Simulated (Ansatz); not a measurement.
HCl$_{3}$OZr, charge -1, doublet, at the geometry of the source list (the multiplicity is a formal guess) (core potentials on Zr) (a gas-phase anion, which may not be bound at this level). Base run: PBE/def2-SVP run with Ansatz (a program for electronic structure).

Input for Ansatz:
Ansatz 0.2 input:
```yaml
crystal:
  periodic: [false, false, false]
  atoms:
    - {symbol: Zr, position_ang: [0.25720000, -0.08060000, -0.01270000]}
    - {symbol: Cl, position_ang: [2.11810000, 0.96760000, -0.76260000]}
    - {symbol: Cl, position_ang: [0.94790000, -0.88680000, 1.98810000]}
    - {symbol: Cl, position_ang: [0.23350000, -1.95650000, -1.27910000]}
    - {symbol: O, position_ang: [-1.32390000, 0.82400000, 0.01340000]}
    - {symbol: H, position_ang: [-2.23280000, 1.13230000, 0.05270000]}
basis:
  gaussian:
    orbitals: def2-SVP
hamiltonian:
  xc: pbe
total_charge: -1
magnetization: {spin_polarized: true, initial_magnetization: 1}
```

The base run was repeated with changes; each row names its change, and settings that it needs were set with it.

| change | basis functions | E (Eh) |
|---|---|---|
| base | 104 | -1502.63609 |
| basis = jorge-DZP-DKH; relativity = spin-free X2C | 140 | -5058.20929 |
| basis = jorge-DZP-DKH; relativity = spin-free X2C; nucleus = Gaussian | 140 | -5058.16863 |
| basis = ANO-RCC-VDZP; relativity = spin-free X2C | 116 | -5058.46337 |
| basis = x2c-SVPall; relativity = spin-free X2C; nucleus = Gaussian | 126 | -5057.54154 |
| basis = jorge-DZP-DKH; relativity = none | 140 | -4978.07351 |
| basis = ANO-RCC-VDZP; relativity = none | 116 | -4949.11841 |
| basis = x2c-SVPall; relativity = spin-free X2C | 126 | -5057.57707 |
| basis = ANO-RCC-VDZP; relativity = spin-free X2C; nucleus = Gaussian | 116 | -5058.41756 |
| basis = x2c-SVPall; relativity = none | 126 | -4961.46103 |

Absolute energies of different levels of theory aren't comparable as measures of quality.

Ansatz warned in this series: the basis is contracted for relativity, which the run leaves out.

A gas-phase anion may not be bound at this level; its values then depend on the basis.

Basis sets contracted for a relativistic Hamiltonian are a mismatch without it, so the rows without relativity aren't non-relativistic limits. No row has spin-orbit coupling; sets with core potentials leave out the core electrons.
